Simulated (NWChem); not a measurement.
Molecule: C2H3F2NSi; SMILES C#C[Si](N)(F)F

```xyz
9

C      0.0026     2.6800    -0.0492
C      0.0138     1.4670    -0.0409
Si     0.0202    -0.3437    -0.0203
N     -1.5278    -0.9178     0.3747
F      0.4418    -0.9423    -1.4451
F      1.1907    -0.8198     0.9722
H     -0.0033     3.7480    -0.0618
H     -2.1162    -0.4147     1.0254
H     -1.7724    -1.8976     0.3091
```
Atoms are numbered in this order, from 1.

Program: NWChem. Pople sets run with spherical d functions. Coordinates come from a B3LYP/6-31G* (spherical d) optimisation. Level: B3LYP/6-31G* with SMD (1 M gas to 1 M solution), gas-phase geometry. Reactions with the solvent are ignored.

For solvent toluene:

- cavity-dispersion-structure term (kcal/mol) = 2.0
- dipole in solution (D) = 3.14

Q: Estimate the same quantities for solvent water.

A: The cavity-dispersion-structure term (kcal/mol) is 6.1. The dipole in solution (D) is 3.43.
